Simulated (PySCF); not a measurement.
## Computed properties of SnFI₃, SMILES [F][Sn]([I])([I])[I]

SnFI₃, SMILES [F][Sn]([I])([I])[I]. The structure is a stationary point at B3LYP-D3(BJ)/def2-SVP. The structure was generated by enumeration; whether it is a known compound was not checked. The def2 effective core potentials stand for the cores of I, Sn; spin–orbit coupling is left out. One conformer was computed; it need not be the lowest. All values are computed for the isolated molecule unless a solvent is named; none is compared with measurement here.

**Structure.** The optimised structure has C3v symmetry. All 9 harmonic modes at B3LYP-D3(BJ)/def2-SVP (PySCF) are real, so it is a minimum. With heavy atoms numbered as in [F:1][Sn:2]([I:3])([I:4])[I:5], the shortest bond between them is F1–Sn2 at 1.941 Å and the longest Sn2–I5 at 2.691 Å.

**Vibrations.** The strongest infrared lines (harmonic, unscaled, degenerate partners summed) lie at 228 cm⁻¹ (97 km/mol, Sn 64 %, I 35 %), 627 cm⁻¹ (55 km/mol, F 86 %, Sn 14 %), 129 cm⁻¹ (20 km/mol, F 82 %, I 16 %). The softest mode is at 48 cm⁻¹ and the zero-point energy is 2.4 kcal/mol.

**Electronic structure.** HF/def2-TZVP (PySCF) places the frontier levels at -10.66 and -0.68 eV, a gap of 9.98 eV, and gives a dipole moment of 2.15 D and a mean polarisability of 133.2 bohr³. PBE/def2-TZVP (PySCF) at the same geometry gives -6.97 and -4.55 eV, so its gap is 7.56 eV narrower. An orbital gap is neither the optical nor the fundamental gap.

**Excitations.** TDDFT-PBE0/def2-SVPD (PySCF) has S1 at 2.99 eV (414 nm, f = 0.000, dark); the most intense of the 10 singlets computed lies at 5.24 eV (f = 0.33). Strengths of degenerate partners are summed. T1 (TDA) is at 2.67 eV.
